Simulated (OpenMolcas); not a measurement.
Worked example: vertical ionisation energy of C2H4O2Si (SMILES C=C1O[SiH2]O1)

C2H4O2Si has 9 atoms, charge 0, and is taken as a singlet. SMILES: `C=C1O[SiH2]O1`. The coordinates come from a PBE0-D4/def2-TZVP relaxation.

Both states at this one shape; open shells run unrestricted unless said. 1 Eh = 27.2114 eV.

```tsv
level	program	singlet C2H4O2Si (Eh)	doublet C2H4O2Si+ (Eh)	HOMO of the first (eV)
HF/cc-pVDZ	OpenMolcas	-516.744511	-516.457166	-9.23
SVWN5/cc-pVDZ	OpenMolcas	-515.623748	-515.301444	-5.37
```

Work out the vertical ionisation energy at each level.


1. HF/cc-pVDZ: -516.457166 − (-516.744511) = 0.287345 Eh = 7.82 eV; −ε(HOMO) = 9.23 eV.
2. SVWN5/cc-pVDZ: -515.301444 − (-515.623748) = 0.322304 Eh = 8.77 eV; −ε(HOMO) = 5.37 eV.

No measured value is set beside it here; the levels span 7.82 to 8.77 eV. In Hartree–Fock, −ε(HOMO) (Koopmans) exceeds the difference of totals by the orbital relaxation of the ion. In semi-local functionals −ε(HOMO) lies far under the ionisation energy, a result of self-interaction, while the difference of totals does much better. Hartree–Fock favours the state with fewer electron pairs, since it lacks pair correlation.
